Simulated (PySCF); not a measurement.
Simulated C 1s region for `C#C[Si@@H]1OCC[C@@H]1F`, binding energy against the vacuum level.

Every computed line was given a Gaussian of 0.8 eV full width at half maximum and an area set by the number of equivalent atoms; the highest printed point is 100. Method used: delta-SCF UKS SCAN, pcX-2 on the ionised atom, pcseg-1 elsewhere, spin-free X2C in PySCF.

```csv
binding energy (eV),intensity
289.2,0
289.3,1
289.4,1
289.5,3
289.6,5
289.7,10
289.8,17
289.9,26
290.0,39
290.1,53
290.2,68
290.3,81
290.4,91
290.5,98
290.6,100
290.7,99
290.8,94
290.9,88
291.0,79
291.1,69
291.2,58
291.3,47
291.4,36
291.5,28
291.6,25
291.7,26
291.8,32
291.9,44
292.0,59
292.1,74
292.2,86
292.3,93
292.4,92
292.5,84
292.6,71
292.7,54
292.8,39
292.9,25
293.0,15
293.1,8
293.2,4
293.3,2
293.4,1
293.5,0
293.6,0
```

Problem. Count the maxima, the lines and the sites behind this envelope.

Solution. The curve has 2 maxima (at 290.6 and 292.3 eV). Under it lie 5 lines from 5 inequivalent carbon sites. At this width some lines have no maximum of their own.

Problem. Decompose the envelope and assign each component. Numbering: `[CH:1]#[C:2][Si@@H:3]1[O:4][CH2:5][CH2:6][C@@H:7]1[F:8]`.

Solution. 
```tsv
position (eV)	relative area	line	atoms	environment
290.33	1	C 1s	C2	alkyne carbon
290.63	1	C 1s	C1	terminal alkyne carbon
291.07	1	C 1s	C6	ring CH2 carbon
292.28	1	C 1s	C5	sp3 carbon bound to oxygen
292.40	1	C 1s	C7	sp3 C–F carbon
```

Problem. What are the centre and the root-mean-square width of the whole band?

Solution. The area-weighted mean of the lines is 291.34 eV. Their own spread about it is 0.85 eV (rms) and each Gaussian has σ = 0.8/2.355 = 0.34 eV; the variances add, which gives 0.92 eV.

The listed C 1s values span 2.07 eV, from C2 (bonded to C (triple bond) and Si) to C7 (bonded to F, C, H and Si). Summing the Pauling electronegativity differences to the bonded atoms, each weighted by its formal bond order, gives -0.65 for the lowest site and +0.43 for the highest; no listed site has a larger sum than the highest. The smallest sum, -0.70, belongs to C6, 0.74 eV above the lowest.

Shake-up satellites, vibrational structure and lifetime widths aren't simulated. Spin contamination (⟨S²⟩ against 0.75 for a pure doublet) is marked for C 1s of C1 (0.86) and C 1s of C2 (0.87), which makes these values less certain. The structure is a single PBE0-D3(BJ)/def2-SVP conformer in the gas phase; no vibrational or solvent corrections.

Hardware: one thread of an Arm Neoverse V1 (shared host). Cost: 2.1 min.
